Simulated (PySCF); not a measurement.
CH11N3Si2, SMILES NC[Si@H](N)[SiH2]N.

Geometry optimised at ωB97X-D3(BJ)/def2-SVP. The structure was generated by enumeration; whether it is a known compound was not checked. Other conformers were not sampled.

Computed with SMD-PBE0/def2-SVP (PySCF).

Solvation free energies are E(SMD) − E(gas) at the gas-phase geometry, for 1 M in both phases. In vacuum the dipole moment is 2.11 D.

Computed solvation free energies in water, chlorobenzene, benzene:
```csv
solvent,ΔG(solv) (kcal/mol),its non-electrostatic (CDS) part,dipole (D)
water,-3.2,5.4,2.84
chlorobenzene,-4.5,2.0,2.63
benzene,-2.4,1.4,2.40
```
